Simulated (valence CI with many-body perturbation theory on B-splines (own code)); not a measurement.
# Zn XVI: calculated level list

Method: valence CI with perturbative core correlation (CI+MBPT): five valence electrons over a frozen Dirac-Fock core [Ne], radial functions for each j: 9 s, 9 p, 8 d, 6 f, 3 g, 1 h, with the one-electron correlation potential Σ1, the two-electron term Σ2, the three-electron term Σ3, Breit, model QED; selected CI, second order for the rest (own B-spline code, finite nucleus).

No measured spectrum was set against this ion. As an estimate, levels of excited configurations hold to 0.05 to 0.15 % of their energy, terms of the ground configuration to about 0.5 %. Among the levels kept, up to 460 cm⁻¹ of a level comes from second order outside the variational space, and about a tenth of that is noise between levels of different J, which matters for small intervals.

Levels 1 to 45 of 47, with energies above the lowest level, 3s²3p³ ⁴S°_3/2. "Leading %" is the weight of the configuration and term that name the level; weights of strongly mixed levels are sums over their largest components and can fall short. Lifetimes count E1, E2, E3, M1 and M2 decay at the calculated energies, and are blank where another channel may lead or the interval is too uncertain; long ones can be off by a factor of two.

```
No.  Configuration  Term    J  E (eV)  Leading %  Second component      g  Lifetime
  1         3s²3p³   ⁴S°  3/2    0.00         89    7 % 3s²3p³ ²P°  1.934          
  2         3s²3p³   ²D°  3/2    6.27         77   15 % 3s²3p³ ²P°  0.945   1.91 ms
  3         3s²3p³   ²D°  5/2    7.78         97                    1.199   18.6 ms
  4         3s²3p³   ²P°  1/2   12.14         96                    0.664    638 μs
  5         3s²3p³   ²P°  3/2   14.52         74   19 % 3s²3p³ ²D°  1.254    266 μs
  6          3s3p⁴    ⁴P  5/2   44.68         86   9 % 3s²3p²3d ⁴P  1.586    384 ps
  7          3s3p⁴    ⁴P  3/2   47.28         87  10 % 3s²3p²3d ⁴P  1.718    333 ps
  8          3s3p⁴    ⁴P  1/2   48.23         85  10 % 3s²3p²3d ⁴P  2.644    303 ps
  9          3s3p⁴    ²D  3/2   55.43         72  19 % 3s²3p²3d ²D  0.838    161 ps
 10          3s3p⁴    ²D  5/2   56.22         75  19 % 3s²3p²3d ²D  1.212    194 ps
 11       3s²3p²3d    ²P  3/2   63.08         49     42 % 3s3p⁴ ²P  1.302   76.3 ps
 12          3s3p⁴    ²S  1/2   63.78         35     29 % 3s3p⁴ ²P  1.251   60.6 ps
 13       3s²3p²3d    ⁴F  3/2   67.39         88   5 % 3s²3p²3d ⁴D  0.461    987 ps
 14          3s3p⁴    ²S  1/2   67.82         44  23 % 3s²3p²3d ²P  1.388   88.1 ps
 15       3s²3p²3d    ⁴F  5/2   68.46         84  11 % 3s²3p²3d ⁴D  1.071   1.77 ns
 16       3s²3p²3d    ⁴F  7/2   70.07         89   7 % 3s²3p²3d ⁴D  1.247   13.7 ns
 17       3s²3p²3d    ²F  5/2   70.42         75  16 % 3s²3p²3d ⁴D  0.956   2.59 ns
 18       3s²3p²3d    ²F  7/2   71.61         52  41 % 3s²3p²3d ⁴D  1.259   12.1 ns
 19       3s²3p²3d    ⁴D  1/2   71.72         91      4 % 3s3p⁴ ²P  0.055    326 ps
 20       3s²3p²3d    ⁴F  9/2   71.83         91   6 % 3s²3p²3d ²G  1.318          
 21       3s²3p²3d    ⁴D  3/2   71.89         87   6 % 3s²3p²3d ⁴F  1.154    356 ps
 22       3s²3p²3d    ⁴D  5/2   73.09         65  21 % 3s²3p²3d ²F  1.233    512 ps
 23       3s²3p²3d    ⁴D  7/2   75.65         48  40 % 3s²3p²3d ²F  1.282   25.6 ns
 24       3s²3p²3d    ²G  7/2   79.41         90   6 % 3s²3p²3d ²F  0.909    911 ps
 25       3s²3p²3d    ²P  3/2   79.88         44     42 % 3s3p⁴ ²P  1.285   10.7 ps
 26       3s²3p²3d    ²G  9/2   80.45         91   6 % 3s²3p²3d ⁴F  1.125          
 27       3s²3p²3d    ⁴P  5/2   81.39         79      8 % 3s3p⁴ ⁴P  1.563   9.03 ps
 28       3s²3p²3d    ⁴P  3/2   82.32         70      8 % 3s3p⁴ ⁴P  1.593   9.29 ps
 29       3s²3p²3d    ⁴P  1/2   82.60         48  18 % 3s²3p²3d ²P  1.867   9.49 ps
 30       3s²3p²3d    ⁴P  1/2   83.66         34  31 % 3s²3p²3d ²P  1.426   9.09 ps
 31       3s²3p²3d    ²D  3/2   84.04         72  11 % 3s²3p²3d ⁴P  0.952   33.5 ps
 32       3s²3p²3d    ²D  5/2   86.52         80     10 % 3s3p⁴ ²D  1.215   14.1 ps
 33       3s²3p²3d    ²D  3/2   88.51         74     14 % 3s3p⁴ ²D  0.842   9.69 ps
 34       3s²3p²3d    ²D  5/2   89.06         87                    1.192   26.4 ps
 35       3s²3p²3d    ²P  1/2   90.42         78  11 % 3s²3p²3d ²S  0.843   11.3 ps
 36       3s²3p²3d    ²F  5/2   91.11         70  20 % 3s²3p²3d ²D  0.954   7.39 ps
 37       3s²3p²3d    ²F  7/2   92.64         95                    1.139   7.42 ps
 38       3s²3p²3d    ²P  3/2   92.73         82      5 % 3s3p⁴ ²P  1.300   10.8 ps
 39       3s²3p²3d    ²S  1/2   93.11         65     13 % 3s3p⁴ ²S  1.856   10.5 ps
 40       3s²3p²3d    ²D  5/2   96.93         71  23 % 3s²3p²3d ²F  1.124   8.24 ps
 41       3s²3p²3d    ²D  3/2   96.98         93                    0.809   8.60 ps
 42        3s3p³3d   ⁶D°  1/2  101.74         98                    3.317   6.48 ns
 43        3s3p³3d   ⁶D°  3/2  101.82         97                    1.857   5.94 ns
 44        3s3p³3d   ⁶D°  5/2  101.94         97                    1.648   8.15 ns
 45        3s3p³3d   ⁶D°  7/2  102.10         96                    1.579   15.4 ns
```

Names give the largest LS component (configuration and term), which can be under half, so a name can repeat, a term be missing and a line seem to break the LS rules; names also repeat where a configuration has a term twice.

The ionisation energy to 3s²3p² ³P0 of the next ion comes out as 534.6 eV (NIST: 540 ± 1 eV (semi-empirical), further off than twice its uncertainty). All 47 levels together are meant to be complete up to 106.52 eV.
